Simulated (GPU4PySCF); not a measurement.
A structure optimised at PBE-D3(BJ)/def2-TZVP, used in a GPU4PySCF frequency run:

```xyz
23

C      2.8362     0.7675     1.1197
C      2.6042     0.0012    -0.1592
F      2.8312    -1.3455     0.0704
F      3.5668     0.3857    -1.0921
C      1.2571     0.1594    -0.8669
C      0.0000     0.0000    -0.0182
F     -0.1240     1.0977     0.8216
F      0.1240    -1.0977     0.8216
C     -1.2571    -0.1594    -0.8669
C     -2.6042    -0.0012    -0.1592
C     -2.8362    -0.7675     1.1197
F     -2.8312     1.3455     0.0704
F     -3.5668    -0.3857    -1.0921
H      2.1519     0.4171     1.9004
H      2.6713     1.8395     0.9569
H      3.8726     0.6018     1.4389
H      1.2374    -0.5775    -1.6824
H      1.2224     1.1601    -1.3193
H     -1.2374     0.5775    -1.6824
H     -1.2224    -1.1601    -1.3193
H     -2.1519    -0.4171     1.9004
H     -2.6713    -1.8395     0.9569
H     -3.8726    -0.6018     1.4389
```

Problem. Write its SMILES, formula and point group.

Solution. CC(F)(F)CC(F)(F)CC(C)(F)F, C7H10F6, C2

Problem. What are its rotational constants (standard atomic weights)?

Solution. 1.7535, 0.36474, 0.36384 GHz
